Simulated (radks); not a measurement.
Cs+, 54 electrons, occupied as [Xe]. All-electron calculation, scalar-relativistic Kohn-Sham, LDA (Slater exchange, Perdew-Wang correlation), spin-unpolarised, spherical densities, finite nucleus; Fermi nuclear charge, rms radius 4.8041 fm. Program: a radial shooting solver on a logarithmic mesh with Libxc functionals. Some entries of the table are withheld. Estimate them.

| orbital | occ. | eigenvalue (eV) | <1/r> (bohr^-1) |
|---|---|---|---|
| 1s | 2 | (1) | 59.34 |
| 2s | 2 | -5615.525 | 13.63 |
| 2p | 6 | (2) | (3) |
| 3s | 2 | -1171.168 | 4.909 |
| 3p | 6 | -986.2138 | 4.664 |
| 3d | 10 | -713.8575 | 4.421 |
| 4s | 2 | (4) | (5) |
| 4p | 6 | -165.8035 | 1.857 |
| 4d | 10 | (6) | 1.584 |
| 5s | 2 | -32.1786 | 0.7594 |
| 5p | 6 | -18.8292 | 0.6287 |
| 6s | 0 | -5.6462 | 0.2736 |
| 4f | 0 | -0.8913 | 0.07448 |

Answer. 
(1) 1s eigenvalue (eV): -35763.55
(2) 2p eigenvalue (eV): -5040.997
(3) 2p <1/r> (bohr^-1): 13.00
(4) 4s eigenvalue (eV): -225.0215
(5) 4s <1/r> (bohr^-1): 2.020
(6) 4d eigenvalue (eV): -79.5705
